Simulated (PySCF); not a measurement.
Radial density of Ag⁺ (silver, charge +1)

LDA, [Kr] 4d10, closed-shell 1S. Computed with PySCF 2.14 in x2c-TZVPall (8s6p6d1f, 63 functions), with the spin-free X2C one-electron Hamiltonian (Gaussian nucleus).

```
r (bohr)  4πr²ρ (e/bohr)
  0.0323           54.83
  0.0543           54.98
  0.0914           75.80
   0.154           55.93
   0.259           59.27
   0.435           36.01
   0.732           17.61
    1.23           13.10
    2.07           2.657
    3.48          0.2001
    5.86        0.001362
```

Densities and radii are taken from the X2C orbitals without a picture-change correction, which distorts them close to the nucleus.
